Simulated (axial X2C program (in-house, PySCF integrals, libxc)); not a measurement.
# Outer orbitals of WP at 2.124 Å, BHandHLYP

Calculated with an in-house all-electron X2C program for linear molecules (integrals from PySCF). Spin-free means the one-electron spin-free X2C Hamiltonian; two-component (2c) means X2C with spin–orbit coupling and atomic mean-field two-electron Coulomb and Gaunt terms, so the difference of the two also holds small scalar two-electron terms. Basis: W dyall-cv3z [13s14p9d7f4g], P dyall-v3z [8s7p2d1f] (cores contracted in-house); Gaussian nuclei, density fitting, unrestricted open shells. Masses: W 183.951 u, P 30.974 u.

The distance is close to the 2c PBE0 minimum; the highest filled and lowest empty levels are listed.

Spin-free orbitals, state M_S = 3/2, Λ = 0 (beyond evenly filled blocks: σα, δ+α, δ-α) (Löwdin shares):

```csv
symmetry,occupied,ε (eV),atomic character
σβ,yes,-16.99,"63% P s, 13% W d, 11% W p"
σα,yes,-15.85,"59% P s, 16% W d, 11% W s"
σα,yes,-8.11,"44% P p, 41% W d, 7% P s"
σβ,yes,-7.90,"64% P p, 16% W d, 11% W s"
π+α,yes,-7.66,"68% W d, 26% P p, 3% P d"
π-α,yes,-7.66,"68% W d, 26% P p, 3% P d"
π-β,yes,-7.41,"60% P p, 27% W d, 5% W p"
π+β,yes,-7.41,"60% P p, 27% W d, 5% W p"
σα,yes,-7.29,"59% W s, 21% W d, 13% P p"
δ-α,yes,-7.27,99% W d
δ+α,yes,-7.27,99% W d
σβ,no,-2.05,"65% W s, 17% W p, 12% W d"
π+α,no,-1.53,"51% W p, 27% P p, 18% W d"
π-α,no,-1.53,"51% W p, 27% P p, 18% W d"
σα,no,-1.16,"48% W p, 22% P p, 16% W d"
```

Spinors with spin–orbit coupling (state Ω = 3/2):

```json
{"ω": "-1/2", "occupied": "yes", "ε (eV)": "-17.01", "atomic character": "63% P s, 13% W d, 11% W p", "λ mixture": "100% σ"}
{"ω": "1/2", "occupied": "yes", "ε (eV)": "-15.84", "atomic character": "59% P s, 16% W d, 11% W s", "λ mixture": "100% σ"}
{"ω": "1/2", "occupied": "yes", "ε (eV)": "-8.15", "atomic character": "43% W d, 43% P p, 7% P s", "λ mixture": "96% σ, 4% π"}
{"ω": "-1/2", "occupied": "yes", "ε (eV)": "-8.01", "atomic character": "50% P p, 35% W d, 6% W s", "λ mixture": "69% σ, 31% π"}
{"ω": "-1/2", "occupied": "yes", "ε (eV)": "-7.70", "atomic character": "50% W d, 38% P p, 5% W s", "λ mixture": "68% π, 32% σ"}
{"ω": "-3/2", "occupied": "yes", "ε (eV)": "-7.70", "atomic character": "82% W d, 15% P p", "λ mixture": "72% δ, 28% π"}
{"ω": "3/2", "occupied": "yes", "ε (eV)": "-7.56", "atomic character": "67% W d, 26% P p, 2% P d", "λ mixture": "100% π"}
{"ω": "1/2", "occupied": "yes", "ε (eV)": "-7.50", "atomic character": "54% P p, 23% W d, 12% W s", "λ mixture": "78% π, 22% σ"}
{"ω": "-3/2", "occupied": "yes", "ε (eV)": "-7.26", "atomic character": "46% P p, 44% W d, 4% W p", "λ mixture": "73% π, 27% δ"}
{"ω": "1/2", "occupied": "yes", "ε (eV)": "-7.23", "atomic character": "48% W s, 24% W d, 21% P p", "λ mixture": "82% σ, 18% π"}
{"ω": "5/2", "occupied": "yes", "ε (eV)": "-6.96", "atomic character": "99% W d", "λ mixture": "100% δ"}
{"ω": "-1/2", "occupied": "no", "ε (eV)": "-2.06", "atomic character": "64% W s, 19% W p, 12% W d", "λ mixture": "98% σ, 2% π"}
{"ω": "-1/2", "occupied": "no", "ε (eV)": "-1.70", "atomic character": "51% W p, 27% P p, 18% W d", "λ mixture": "96% π, 4% σ"}
{"ω": "3/2", "occupied": "no", "ε (eV)": "-1.41", "atomic character": "49% W p, 27% P p, 19% W d", "λ mixture": "99% π, 1% δ"}
{"ω": "1/2", "occupied": "no", "ε (eV)": "-1.22", "atomic character": "48% W p, 20% P p, 17% W d", "λ mixture": "92% σ, 8% π"}
```

(1) How does the gap between the highest filled and lowest empty level change from the spin-free to the 2c table?

Mulliken charges and populations of the two-component result (they depend on the basis, above all on diffuse functions):

W 0.14 e (s 10.96 p 24.16 d 24.71 f 14.03), P -0.14 e (s 5.82 p 9.23 d 0.08 f 0.01). ⟨Lz⟩ = 0.02 ħ and ⟨Sz⟩ = 1.48 ħ (1.99 and -0.51 on the two atoms), which add up to Ω.

The state is one determinant whose occupation by symmetry is held fixed; it was picked as the lowest of a PBE0 search that is not exhaustive. Density functionals use the spin component along the axis (collinear). Other states lie close and PBE0, whose exact exchange favours high spin, may order them wrongly; the determinant shown need not be the ground state. The nearest other spin-free determinant of the search, M_S = 1/2, Λ = 2, lies 0.96 eV up at the distance of the search. With several unpaired electrons one determinant need not be a pure state. This is the top spin component of a Σ state; components of lower Ω are not single determinants and can lie lower. The determinant is spin-polarised beyond a pure state at some levels (its spin-free form has ⟨S²⟩ too high), which makes Re and μ there less reliable.

Results:

(1) From 5.22 to 4.90 eV at BHandHLYP, a change of -0.32 eV.
